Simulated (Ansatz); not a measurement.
## A geometry optimisation of BGaH5N with B3LYP-D3(BJ)/def2-SVP

The starting geometry of this gas-phase singlet was optimised with GFN2-xTB.

```xyz
8

B    -1.3665    0.0316    0.3088
Ga   -0.2401    2.3668    0.4512
N     0.0005    0.4767   -0.4450
H    -2.2231    0.8289   -0.0546
H     0.7319   -0.1722   -0.1679
H    -0.1318    0.3243   -1.4412
H    -1.1664    0.2228    1.5024
H    -1.6416   -1.0948    0.0566
```

**Question.** Predict what it relaxes into with B3LYP-D3(BJ)/def2-SVP.

**Answer.** A new bond forms, giving a structure given below by its coordinates. Contacts that close: B1–Ga2 (2.60 → 2.33 Å).

The energy falls by 0.18 eV over 8 steps:

```tsv
step	E − E(last) (eV)
1	0.183
2	0.064
3	0.024
4	0.004
5	0.003
6	0.000
7	0.000
8	0.000
```

Final geometry (Å):

```xyz
8

B    -1.3122    0.0400    0.2750
Ga   -0.4949    2.2047    0.5623
N     0.0091    0.3843   -0.4873
H    -2.1380    0.9252   -0.0764
H     0.8227   -0.1603   -0.2042
H    -0.0586    0.3448   -1.5035
H    -1.0806    0.3187    1.4824
H    -1.7847   -1.0734    0.1622
```

Frequencies at the end are all real (lowest 168 cm⁻¹). Run with Ansatz 0.2.0, 21 s on 1 thread of Arm Neoverse V1 (shared host).
